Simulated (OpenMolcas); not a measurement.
Os5+ among 3 point charges of -1 e arranged as a planar triangle (D3h), 2.08 Å from the ion.

```json
{
  "Program": "OpenMolcas",
  "Method": "CASSCF",
  "Basis": "ANO-RCC-VDZP [7s6p4d2f1g]",
  "Scalar Hamiltonian": "DKH2, point nucleus",
  "Active space": "3 electrons in 5 orbitals (5d)",
  "State averaging": "2S+1 = 4 even, 10 roots; 2S+1 = 2 even, 40 roots",
  "Spin-orbit coupling": "state interaction with AMFI integrals over the reference wave functions"
}
```

What is the spin-free ground state (labels of D3, the rotations of D3h)?

4A1, 1-fold in its orbital part, 100 % from free-ion F terms; it has the highest spin that d3 allows.

Where is the first state of the same spin?

4A2 at 1.94 cm-1 above the ground state. The two act as a nearly degenerate pair, with unquenched orbital momentum.

What are the lowest two levels with spin-orbit coupling?

A 2-fold level E3/2 with g = 0.00, 0.00, 1.37, then a 2-fold level E1/2 2128 cm-1 above it. Their leading multiplicities are 4 (82 %) and 4 (87 %).

What is χT at 300 K?

0.08 cm3 K/mol.

Spin-orbit coupling mixes the spin-free states strongly: the lowest level takes only 26 % from its leading state, 4A1. Without dynamic correlation the repulsion within the d shell is too large (B by tens of per cent), so at a given field states of lower spin stand too high. The ground term spreads over less than 5000 cm-1, several times less than with real ligands, so orbital moments are less quenched and χT lies further from the spin-only value than at real sites. Point charges carry no covalency, so the field is a model and not that of real ligands. No measured value stands beside these numbers.
